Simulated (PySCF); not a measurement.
CH3AlCl, charge +1. Atoms are numbered in the order given.

```xyz
6

Al     0.0000     0.0000    -0.4109
C      0.0000     0.0000    -2.3218
H     -0.8933    -0.5158    -2.6800
H      0.8933    -0.5158    -2.6800
H      0.0000     1.0315    -2.6800
Cl     0.0000     0.0000     1.6066
```
Charge +1, spin multiplicity 1.

Coordinates come from a B3LYP-D3(BJ)/def2-TZVP optimisation. The multiplicity is an assumed one; other spin states were not compared. The isomer is the one that the SMILES or the coordinates give; other isomers of the formula were not compared.

These are PySCF with IEF-PCM-PBE0/def2-SVP values and carry that method's errors.

The values are the electrostatic part of the solvation free energy, E(continuum) − E(gas) at the gas-phase geometry, in a cavity of scaled van der Waals radii (PySCF's table); cavitation and dispersion terms are not included. A continuum can't describe solvent molecules that bind to the metal. In vacuum the orbital gap is 7.95 eV.

Computed values in water (ε = 78.36), acetone (ε = 20.49), chlorobenzene (ε = 5.70):
```
solvent            ε  ΔG(elec) (kcal/mol)  gap (eV)
-------------  -----  -------------------  --------
water          78.36                -70.0      8.25
acetone        20.49                -67.2      8.24
chlorobenzene   5.70                -57.5      8.19
```
